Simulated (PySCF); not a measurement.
H2Sb, SMILES [SbH2-], charge -1.

Geometry optimised at r2SCAN-D4/def2-TZVPD. The def2 effective core potentials stand for the cores of Sb; spin–orbit coupling is left out.

Two levels are set side by side: PBE/def2-TZVPD (PySCF) and r2SCAN/def2-TZVPD (PySCF). Same geometry, gas phase. Differences are taken from unrounded values.

```
quantity                      PBE
---------------------------  ----
orbital gap (eV)             2.34
highest occupied level (eV)  1.53
lowest empty level (eV)      3.87
mean polarisability (bohr³)  97.3
```

**Question.** These are the PBE values. What does r2SCAN give? (An estimate is asked for; the answer gives what the named calculation found.)

**Answer.** 
```tsv
quantity	r2SCAN	PBE minus r2SCAN
orbital gap (eV)	3.03	-0.70
highest occupied level (eV)	1.35	0.18
lowest empty level (eV)	4.39	-0.52
mean polarisability (bohr³)	94.3	3.0
```

Rough cost on one machine, each run with all the roots and properties that it gave: r2SCAN against PBE about 3 times.
